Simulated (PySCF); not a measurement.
C7H8, charge +1, doublet (typed; the unrestricted solution is spin-contaminated), geometry from GFN2-xTB (a state made from the parent by changing its charge; the spin is typed, not shown lowest); DF-SVWN5/pcseg-1 run with PySCF.

Here is a job for PySCF.
```python
from pyscf import gto, scf, dft

mol = gto.Mole()
mol.atom = '''
    C     1.174866   -0.477728    0.643464
    C     0.788082    0.813846    0.859745
    C    -0.272705    1.140917   -0.164803
    C    -1.325822    0.249401    0.450084
    C    -0.939038   -1.042173    0.233804
    C     0.367632   -0.997336   -0.522864
    C     0.187259    0.283236   -1.356535
    H     1.882251   -1.060322    1.207738
    H     1.120400    1.483697    1.633747
    H    -0.520381    2.183063   -0.322669
    H    -2.186043    0.600825    0.992981
    H    -1.424192   -1.943194    0.566972
    H     0.703972   -1.905374   -1.007298
    H    -0.573813    0.184535   -2.128175
    H     1.116159    0.635784   -1.800669
'''
mol.basis = 'pcseg-1'
mol.charge = 1
mol.spin = 1
mol.verbose = 4
mol.symmetry = True
mol.build()

mf = dft.UKS(mol)
mf.xc = 'lda,vwn'
mf.irrep_nelec = {'A': (12, 13), 'B': (13, 11)}
mf = mf.density_fit(auxbasis='def2-universal-jkfit')
mf.kernel()
mf.analyze()
```

### Question
Write the output that PySCF gives for this input, abridged.

### Answer

```
PySCF version 2.14.0

[INPUT] verbose = 4
[INPUT] num. atoms = 15
[INPUT] num. electrons = 49
[INPUT] charge = 1
[INPUT] spin (= nelec alpha-beta = 2S) = 1
[INPUT] symmetry True subgroup None
[INPUT] Mole.unit = angstrom
[INPUT] Symbol           X                Y                Z      unit          X                Y                Z       unit  Magmom
[...]
nuclear repulsion = 291.705259805969
point group symmetry = C2
symmetry origin: [-1.13383568e-07 -3.02356180e-07 -1.13383568e-07]
symmetry axis x: [-0.28324126  0.94587816  0.15839473]
symmetry axis y: [0.94965382 0.25355423 0.18403226]
symmetry axis z: [-0.13391044 -0.20254569  0.97007383]
num. orbitals of irrep A = 70
num. orbitals of irrep B = 68
number of shells = 37
number of NR pGTOs = 231
number of NR cGTOs = 138
basis = pcseg-1
ecp = {}

******** <class 'pyscf.df.df_jk.DFSymAdaptedUKS'> ********
method = DFSymAdaptedUKS
initial guess = minao
damping factor = 0
level_shift factor = 0
DIIS = <class 'pyscf.scf.diis.CDIIS'>
diis_start_cycle = 1
diis_space = 8
diis_damp = 0
SCF conv_tol = 1e-09
SCF conv_tol_grad = None
SCF max_cycles = 50
direct_scf = False
number electrons alpha = 25  beta = 24
irrep_nelec {'A': (12, 13), 'B': (13, 11)}
XC library pyscf.dft.libxc version 7.1.2
    S. Lehtola, C. Steigemann, M. J. T. Oliveira, and M. A. L. Marques,  SoftwareX 7, 1–5 (2018)
XC functionals = lda,vwn
    P. A. M. Dirac,  Math. Proc. Cambridge Philos. Soc. 26, 376 (1930)
    F. Bloch,  Z. Phys. 57, 545 (1929)
    S. H. Vosko, L. Wilk, and M. Nusair,  Can. J. Phys. 58, 1200 (1980)
radial grids:
    Treutler-Ahlrichs [JCP 102, 346 (1995); DOI:10.1063/1.469408] (M4) radial grids

becke partition: Becke, JCP 88, 2547 (1988); DOI:10.1063/1.454033
pruning grids: <function nwchem_prune>
grids dens level: 3
symmetrized grids: True
atomic radii adjust function: <function treutler_atomic_radii_adjust>
small_rho_cutoff = 0
Freeze 49 electrons in irreps ['A', 'B']
    0 free electrons in irreps
Set gradient conv threshold to 3.16228e-05
tot grids = 177296
init E= -269.743331240221

cycle= 1 E= -268.421918196874  delta_E= 1.32  |g|= 0.183  |ddm|= 2.94

cycle= 2 E= -268.38277934185  delta_E= 0.0391  |g|= 0.324  |ddm|= 0.607

cycle= 3 E= -268.439780973243  delta_E= -0.057  |g|= 0.0708  |ddm|= 0.433

cycle= 4 E= -268.442282269829  delta_E= -0.0025  |g|= 0.025  |ddm|= 0.11

cycle= 5 E= -268.442609027858  delta_E= -0.000327  |g|= 0.00583  |ddm|= 0.0427

cycle= 6 E= -268.442625140523  delta_E= -1.61e-05  |g|= 0.0011  |ddm|= 0.00929

cycle= 7 E= -268.44262559413  delta_E= -4.54e-07  |g|= 0.0007  |ddm|= 0.00192

cycle= 8 E= -268.442625831314  delta_E= -2.37e-07  |g|= 0.000114  |ddm|= 0.000758

cycle= 9 E= -268.442625839216  delta_E= -7.9e-09  |g|= 3.17e-05  |ddm|= 0.000258

cycle= 10 E= -268.442625839923  delta_E= -7.07e-10  |g|= 6.36e-06  |ddm|= 0.000101

Extra cycle  E= -268.442625839929  delta_E= -5.68e-12  |g|= 5.84e-06  |ddm|= 3.36e-05
converged SCF energy = -268.442625839929  <S^2> = 1.7514318  2S+1 = 2.8294394
**** SCF Summaries ****
Total Energy =                        -268.442625839928553
Nuclear Repulsion Energy =             291.705259805969206
One-electron Energy =                 -930.805661665648245
Two-electron Energy =                  370.657776019750543
Two-electron Coulomb Energy =          408.756182178533663
DFT Exchange-Correlation Energy =      -38.098406158783142
Wave-function symmetry = A
alpha occupancy for each irrep:      A    B
                                    12   13
beta  occupancy for each irrep:      A    B
                                    13   11
**** MO energy ****
alpha MO #1 (A #1), energy= -10.0144649454079 occ= 1
alpha MO #2 (B #1), energy= -10.0144527305183 occ= 1
alpha MO #3 (A #2), energy= -10.0140308216927 occ= 1
alpha MO #4 (B #2), energy= -10.0140176688996 occ= 1
alpha MO #5 (A #3), energy= -10.0096028614913 occ= 1
alpha MO #6 (B #3), energy= -10.0095814649003 occ= 1
alpha MO #7 (A #4), energy= -9.99437946450809 occ= 1
alpha MO #8 (A #5), energy= -1.07236980805568 occ= 1
alpha MO #9 (B #4), energy= -0.907507632324681 occ= 1
alpha MO #10 (B #5), energy= -0.885033466326381 occ= 1
alpha MO #11 (A #6), energy= -0.864057005402393 occ= 1
alpha MO #12 (A #7), energy= -0.731512208555 occ= 1
alpha MO #13 (A #8), energy= -0.719004067284722 occ= 1
alpha MO #14 (A #9), energy= -0.699192536860554 occ= 1
alpha MO #15 (B #6), energy= -0.676795449592102 occ= 1
alpha MO #16 (B #7), energy= -0.654230103866198 occ= 1
alpha MO #17 (B #8), energy= -0.596325301833029 occ= 1
alpha MO #18 (A #10), energy= -0.593016131965802 occ= 1
alpha MO #19 (B #9), energy= -0.570080208784942 occ= 1
alpha MO #20 (A #11), energy= -0.552407241562943 occ= 1
alpha MO #21 (B #10), energy= -0.52627896042091 occ= 1
alpha MO #22 (B #11), energy= -0.523776943905225 occ= 1
alpha MO #23 (A #12), energy= -0.516334068580373 occ= 1
alpha MO #24 (B #12), energy= -0.419916838164711 occ= 1
alpha MO #25 (B #13), energy= -0.309637034047451 occ= 1
alpha MO #26 (A #13), energy= -0.480126821745022 occ= 0
alpha MO #27 (A #14), energy= -0.219409063447297 occ= 0
alpha MO #28 (A #15), energy= -0.140142652044231 occ= 0
alpha MO #29 (A #16), energy= -0.104352889670206 occ= 0
alpha MO #30 (B #14), energy= -0.0979074915815689 occ= 0
alpha MO #31 (B #15), energy= -0.0965714556798401 occ= 0
alpha MO #32 (B #16), energy= -0.0835831483597431 occ= 0
alpha MO #33 (B #17), energy= -0.0753831727396359 occ= 0
alpha MO #34 (A #17), energy= -0.0728406517699946 occ= 0
alpha MO #35 (A #18), energy= -0.0711870664590539 occ= 0
alpha MO #36 (A #19), energy= -0.0649843879874576 occ= 0
alpha MO #37 (B #18), energy= -0.0647657335553107 occ= 0
alpha MO #38 (B #19), energy= -0.057234548457199 occ= 0
alpha MO #39 (A #20), energy= -0.0441480024002061 occ= 0
alpha MO #40 (A #21), energy= 0.0142731191679792 occ= 0
alpha MO #41 (A #22), energy= 0.0577682557083534 occ= 0
alpha MO #42 (B #20), energy= 0.0629814090447885 occ= 0
alpha MO #43 (B #21), energy= 0.0660767360416499 occ= 0
[...]
beta  MO #53 (B #26), energy= 0.290230806050315 occ= 0
beta  MO #54 (B #27), energy= 0.297299624494244 occ= 0
beta  MO #55 (A #28), energy= 0.302448270925621 occ= 0
beta  MO #56 (B #28), energy= 0.317415333293164 occ= 0
beta  MO #57 (A #29), energy= 0.344061099023499 occ= 0
beta  MO #58 (B #29), energy= 0.349002922347559 occ= 0
beta  MO #59 (B #30), energy= 0.35774804865797 occ= 0
beta  MO #60 (A #30), energy= 0.369073299033476 occ= 0
beta  MO #61 (A #31), energy= 0.386053303025705 occ= 0
beta  MO #62 (B #31), energy= 0.409354817004935 occ= 0
beta  MO #63 (B #32), energy= 0.41876664481908 occ= 0
beta  MO #64 (A #32), energy= 0.424674887619239 occ= 0
beta  MO #65 (B #33), energy= 0.432720734256396 occ= 0
beta  MO #66 (A #33), energy= 0.451101799188038 occ= 0
beta  MO #67 (A #34), energy= 0.487209890517512 occ= 0
beta  MO #68 (A #35), energy= 0.517888679888979 occ= 0
beta  MO #69 (B #34), energy= 0.626026510282107 occ= 0
beta  MO #70 (B #35), energy= 0.647546433128712 occ= 0
beta  MO #71 (A #36), energy= 0.699927577731036 occ= 0
beta  MO #72 (A #37), energy= 0.721095790360862 occ= 0
beta  MO #73 (B #36), energy= 0.778092819291777 occ= 0
beta  MO #74 (A #38), energy= 0.834633842720801 occ= 0
beta  MO #75 (A #39), energy= 0.918274725243458 occ= 0
beta  MO #76 (A #40), energy= 0.933783860546369 occ= 0
beta  MO #77 (B #37), energy= 0.959906291501644 occ= 0
beta  MO #78 (B #38), energy= 0.967675678478401 occ= 0
beta  MO #79 (A #41), energy= 0.982167934061823 occ= 0
beta  MO #80 (B #39), energy= 1.05701937579588 occ= 0
beta  MO #81 (B #40), energy= 1.1148433793414 occ= 0
beta  MO #82 (A #42), energy= 1.15623999649203 occ= 0
beta  MO #83 (A #43), energy= 1.19880459776208 occ= 0
beta  MO #84 (B #41), energy= 1.31441894469456 occ= 0
beta  MO #85 (B #42), energy= 1.35723911419616 occ= 0
beta  MO #86 (B #43), energy= 1.35972502892159 occ= 0
beta  MO #87 (A #44), energy= 1.41087110475519 occ= 0
beta  MO #88 (A #45), energy= 1.4338012867848 occ= 0
beta  MO #89 (B #44), energy= 1.45874939114059 occ= 0
beta  MO #90 (B #45), energy= 1.49773717135827 occ= 0
beta  MO #91 (A #46), energy= 1.50527043927502 occ= 0
beta  MO #92 (A #47), energy= 1.53477074977908 occ= 0
beta  MO #93 (A #48), energy= 1.56971438096457 occ= 0
beta  MO #94 (B #46), energy= 1.61494773355177 occ= 0
beta  MO #95 (B #47), energy= 1.62567970377084 occ= 0
beta  MO #96 (A #49), energy= 1.65330829036915 occ= 0
beta  MO #97 (B #48), energy= 1.65892715161892 occ= 0
beta  MO #98 (B #49), energy= 1.69170944895887 occ= 0
beta  MO #99 (A #50), energy= 1.70905767398194 occ= 0
beta  MO #100 (A #51), energy= 1.72694963246716 occ= 0
beta  MO #101 (B #50), energy= 1.7312248370397 occ= 0
beta  MO #102 (B #51), energy= 1.75581156895318 occ= 0
beta  MO #103 (A #52), energy= 1.83108362694606 occ= 0
beta  MO #104 (A #53), energy= 1.85688795817788 occ= 0
beta  MO #105 (A #54), energy= 1.86042421572725 occ= 0
beta  MO #106 (B #52), energy= 1.86201180807639 occ= 0
beta  MO #107 (A #55), energy= 1.89961113711451 occ= 0
beta  MO #108 (B #53), energy= 1.9566930788272 occ= 0
beta  MO #109 (A #56), energy= 1.97772738624652 occ= 0
beta  MO #110 (B #54), energy= 2.00008747555034 occ= 0
beta  MO #111 (B #55), energy= 2.00763611169752 occ= 0
beta  MO #112 (A #57), energy= 2.02119009651021 occ= 0
beta  MO #113 (B #56), energy= 2.0315565205364 occ= 0
beta  MO #114 (B #57), energy= 2.0372827265575 occ= 0
beta  MO #115 (A #58), energy= 2.0646854215463 occ= 0
beta  MO #116 (A #59), energy= 2.1286513619215 occ= 0
beta  MO #117 (B #58), energy= 2.18907217616849 occ= 0
beta  MO #118 (A #60), energy= 2.19790841742451 occ= 0
beta  MO #119 (A #61), energy= 2.21985369520908 occ= 0
beta  MO #120 (B #59), energy= 2.22480323510866 occ= 0
beta  MO #121 (B #60), energy= 2.25784997597453 occ= 0
beta  MO #122 (A #62), energy= 2.33906539983626 occ= 0
beta  MO #123 (B #61), energy= 2.351147689511 occ= 0
beta  MO #124 (A #63), energy= 2.36034823594325 occ= 0
beta  MO #125 (B #62), energy= 2.46907268432873 occ= 0
beta  MO #126 (B #63), energy= 2.47436523649372 occ= 0
beta  MO #127 (A #64), energy= 2.52905357681815 occ= 0
beta  MO #128 (A #65), energy= 2.53323505196916 occ= 0
beta  MO #129 (A #66), energy= 2.77850569606325 occ= 0
beta  MO #130 (B #64), energy= 2.7850790554956 occ= 0
beta  MO #131 (A #67), energy= 2.79024015503188 occ= 0
beta  MO #132 (B #65), energy= 2.80056990819574 occ= 0
beta  MO #133 (B #66), energy= 2.84713463515143 occ= 0
beta  MO #134 (A #68), energy= 2.89539423097448 occ= 0
beta  MO #135 (B #67), energy= 3.00805656262471 occ= 0
beta  MO #136 (A #69), energy= 3.00904977326417 occ= 0
beta  MO #137 (A #70), energy= 3.26689440306746 occ= 0
beta  MO #138 (B #68), energy= 3.39809196417723 occ= 0
 ** Mulliken pop alpha/beta on meta-lowdin orthogonal AOs **
 ** Mulliken pop       alpha | beta **
In total            25.00000 | 24.00000
 ** Mulliken atomic charges   ( Nelec_alpha | Nelec_beta ) **
charge of  0C =     -0.02956  (     3.17826      2.85130 )
charge of  1C =     -0.02957  (     3.17827      2.85130 )
charge of  2C =     -0.05819  (     2.98979      3.06840 )
charge of  3C =     -0.02956  (     3.17825      2.85130 )
charge of  4C =     -0.02957  (     3.17827      2.85130 )
charge of  5C =     -0.05819  (     2.98979      3.06840 )
charge of  6C =     -0.16905  (     3.05898      3.11006 )
charge of  7H =      0.17757  (     0.40687      0.41556 )
charge of  8H =      0.17757  (     0.40687      0.41556 )
charge of  9H =      0.17426  (     0.40807      0.41767 )
charge of  10H =      0.17757  (     0.40687      0.41556 )
charge of  11H =      0.17757  (     0.40687      0.41556 )
charge of  12H =      0.17426  (     0.40807      0.41767 )
charge of  13H =      0.17245  (     0.40239      0.42517 )
charge of  14H =      0.17245  (     0.40239      0.42517 )

WARN: System has nonzero charge 1; the dipole moment is origin-dependent.
Location of origin: [0. 0. 0.]

Dipole moment(X, Y, Z, Debye): -0.01337, -0.02021,  0.09679
```
